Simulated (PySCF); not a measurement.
I₃In, charge -1, multiplicity 2. Atoms are numbered in the order given.

```xyz
4

In     0.0000     0.0000     0.7214
I      2.3330    -1.3470    -0.2223
I     -2.3330    -1.3470    -0.2223
I      0.0000     2.6939    -0.2223
```
Charge -1, spin multiplicity 2.

Coordinates come from a r2SCAN-D4/def2-SVPD optimisation. The multiplicity is an assumed one; no other spin state was optimised. The isomer is the one that the SMILES or the coordinates give; other isomers of the formula were not compared. The def2 effective core potentials stand for the cores of I, In; spin–orbit coupling is left out.

These are PySCF with r2SCAN/def2-SVPD values and carry that method's errors.

Mulliken values depend strongly on the basis, most of all with diffuse functions as here. ESP charges are fitted to the potential on shells at 1.4 to 2.0 van der Waals radii. Atomic charges (e):

```json
[
 {"atom": "In1", "ESP fit": "0.21", "Mulliken": "0.65", "Mulliken spin": "0.58"},
 {"atom": "I2", "ESP fit": "-0.40", "Mulliken": "-0.55", "Mulliken spin": "0.14"},
 {"atom": "I3", "ESP fit": "-0.40", "Mulliken": "-0.55", "Mulliken spin": "0.14"},
 {"atom": "I4", "ESP fit": "-0.40", "Mulliken": "-0.55", "Mulliken spin": "0.14"}
]
```
